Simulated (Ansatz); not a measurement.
CrCl₂⁻, relaxed as a sextet with UKS PBE-D4/def2-TZVPD in Ansatz, starting from the PBE-D4/def2-TZVP geometry of the neutral quintet. Force threshold 0.02 eV/Å.

The highest occupied level of the relaxed charge -1 sextet lies above zero (up to 0.63 eV). By energy differences its removal costs 2.58 eV (each at its own geometry, to the charge 0 quintet, at PBE-D4/def2-TZVPD); the vertical value is larger still, so the positive level points to self-interaction error. The relaxation made no stability test and no search for a lower SCF solution. No other spin state of charge -1 was run.

Start:

```xyz
3

Cr    0.000    0.000    0.000
Cl   -1.290    0.633    1.630
Cl    1.290   -0.633   -1.630
```

```
step  energy (eV)  largest force component (eV/Å)  SCF passes
   1  -53456.5497                           1.531          17
   2  -53456.7107                           0.483          21
   3  -53456.7343                           0.012          19
```

Force components are those of the run's own axes.

End:

```csv
atom,x (Å),y (Å),z (Å)
Cr1,0.000,0.000,0.000
Cl2,-1.369,0.671,1.729
Cl3,1.369,-0.671,-1.729
```

By distances, no bond broke or formed. The bond that changes most is Cr1–Cl3, from 2.17 to 2.31 Å (atoms count from 1).

No frequencies were taken in this run, so the end may be a saddle point.

Run time 4.1 s (2 threads of Intel Xeon 6975P-C on a shared host).
